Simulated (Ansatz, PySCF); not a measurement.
Noncovalent pair: HBr (SMILES Br) (first 2 atoms) with H4OSi (SMILES O[SiH3]); geometry from B3LYP-D3(BJ)/def2-TZVP.
(charge 0, multiplicity 1):
```xyz
8

Br    -0.46726    -1.37691    -0.09632
H      0.41335    -0.30808     0.25410
O     -1.03933    -0.11383     3.18657
Si     0.56042     0.22257     3.38753
H     -1.28646    -0.70185     2.46536
H      1.34414    -0.97017     3.78914
H      0.64223     1.26150     4.43163
H      1.16266     0.74224     2.12707
```

Basis-set superposition error: the interaction energy with monomers in their own basis, and in the dimer's basis (counterpoise).

Codes used: Ansatz (Gaussian orbitals); PySCF for M06-2X. 

| level | uncorrected (kcal/mol) | counterpoise (kcal/mol) | difference |
|---|---|---|---|
| HF/def2-SVPD | 0.07 | 0.53 | 0.46 |
| HF/def2-TZVPPD | 0.42 | 0.52 | 0.10 |
| B3LYP/def2-TZVPPD | -0.88 | -0.77 | 0.11 |
| PBE0/def2-TZVPPD | -1.83 | -1.72 | 0.11 |
| M06-2X/def2-TZVPPD | -2.78 | -2.66 | 0.11 |
| B2PLYP/def2-TZVPPD | -1.60 | -1.36 | 0.24 |
| MP2/def2-TZVPPD | -2.68 | -2.14 | 0.54 |
| SCS-MP2/def2-SVPD | -2.63 | -1.10 | 1.53 |
| SCS-MP2/def2-TZVPPD | -2.03 | -1.46 | 0.56 |
| SCS-MP2/def2-QZVPPD | -1.95 | -1.74 | 0.22 |

The error is largest for SCS-MP2/def2-SVPD (1.53 kcal/mol) and smallest for HF/def2-TZVPPD (0.10 kcal/mol).

Ansatz is an electronic-structure program.
